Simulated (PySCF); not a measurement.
**Working out the ionisation energy of Ag**

Ag [Kr] 4d10 5s1 (2S) → Ag+ [Kr] 4d10 (1S). All numbers are calculated (PySCF 2.14, scalar relativity through the core potential, in def2-TZVP with the def2 core potential (28 electrons) (6s4p3d1f, 40 functions)). Frozen: 4s2 4p6. Energies in hartree (1 hartree = 27.21139 eV):

```
            part   Ag (lower)  Ag+ (upper)
             UHF  -146.116958  -145.883287
CCSD correlation    -0.271927    -0.248246
             (T)    -0.004907    -0.003091
```

**Question.** What does Hartree-Fock give?

**Answer.** (-145.883287) − (-146.116958) = 0.233671 hartree = 6.359 eV.

**Question.** What do CCSD and CCSD(T) give?

**Answer.** The CCSD correlation energies differ by 0.023681 hartree = 0.644 eV and the triples by 0.001816 hartree = 0.049 eV, so CCSD gives 7.003 eV and CCSD(T) 7.052 eV.

Measured between the centres of the two terms (NIST): 7.576 eV, so CCSD(T) (valence) is off by -0.524 eV.

What remains against the reference includes basis incompleteness, the frozen core and higher excitations.
